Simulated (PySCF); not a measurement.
**Nb (niobium, neutral): UHF calculation**

Configuration: [Kr] 4d4 5s1, high-spin 6D determinant. Computed with PySCF 2.14 in x2c-TZVPall (8s6p6d1f, 63 functions), with scalar relativity by spin-free X2C-1e.

| Item | Value |
| --- | --- |
| Total energy | -3817.234624 hartree |
| One-electron energy | -5271.4605 hartree |
| Hartree (Coulomb) energy | 1572.1321 hartree |
| Exchange energy | -117.9062 hartree |
| ⟨S²⟩ | 8.7551 |
| ⟨L²⟩ | 6.021 |
| Sum of ⟨r⟩ | 31.56 bohr |
| Sum of ⟨r²⟩ | 58.08 bohr² |
| Traceless quadrupole moment −½Σ⟨3z² − r²⟩ along its main axis | -1.43 e·bohr² |
| Langevin diamagnetic susceptibility | -46.0 ×10⁻⁶ cm³/mol |
| Time after the integrals | 0.49 s of wall time on 1 thread of Neoverse-V1 (shared host) |

```
shell  electrons  mean orbital energy (hartree)  spread (hartree)  rms radius, mean of both spins (bohr)
 1s β          1                     -701.41672                 0                                 0.0415
 1s α          1                     -701.41621                 0                                 0.0415
 2s α          1                     -100.81210                 0                                  0.171
 2s β          1                     -100.79043                 0                                  0.171
 2p α          3                      -89.81025           0.00027                                  0.152
 2p β          3                      -89.79047           0.00548                                  0.152
 3s α          1                      -17.97966                 0                                  0.471
 3s β          1                      -17.96699                 0                                  0.471
 3p α          3                      -14.27668           0.00851                                  0.478
 3p β          3                      -14.26370           0.01237                                  0.478
 3d α          5                       -8.21972           0.02545                                  0.473
 3d β          5                       -8.18738           0.01427                                  0.473
 4s α          1                       -2.72765                 0                                   1.24
 4s β          1                       -2.57523                 0                                   1.24
 4p α          3                       -1.68337           0.02403                                   1.41
 4p β          3                       -1.47503           0.04135                                   1.41
 4d α          4                       -0.29008           0.03862                                   2.35
 5s α          1                       -0.22935                 0                                   4.10
```

Densities and radii are taken from the X2C orbitals without a picture-change correction, which distorts them close to the nucleus.
